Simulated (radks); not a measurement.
Coulomb parameter of the 4d shell of the rhodium ion Rh3+ in the model configuration [Kr] 4d4 5p2, as a second difference U = [E(n + 0.5) + E(n - 0.5) - 2 E(n)] / (0.5)^2 with all orbitals relaxed. "Bare": the charge of the atom changes with n. "Screened": the 5p shell takes up the change at fixed total charge, which measures U(4d,4d) + U(5p,5p) - 2 U(4d,5p). Method: Dirac Kohn-Sham, PBE, spin-unpolarised, spherical densities, point nucleus; open shells are shared between the two j in proportion to 2j + 1; computed with a radial shooting solver on a logarithmic mesh with Libxc functionals.

start: configuration [Kr] 4d4 5p2; E - E(n) (eV) 0.000
bare +0.5: configuration [Kr] 4d4.5 5p2; E - E(n) (eV) -23.011
bare -0.5: configuration [Kr] 4d3.5 5p2; E - E(n) (eV) 26.750
screened +0.5: configuration [Kr] 4d4.5 5p1.5; E - E(n) (eV) -11.067
screened -0.5: configuration [Kr] 4d3.5 5p2.5; E - E(n) (eV) 11.857

U(bare) = 14.956 eV, U(screened by 5p) = 3.159 eV.
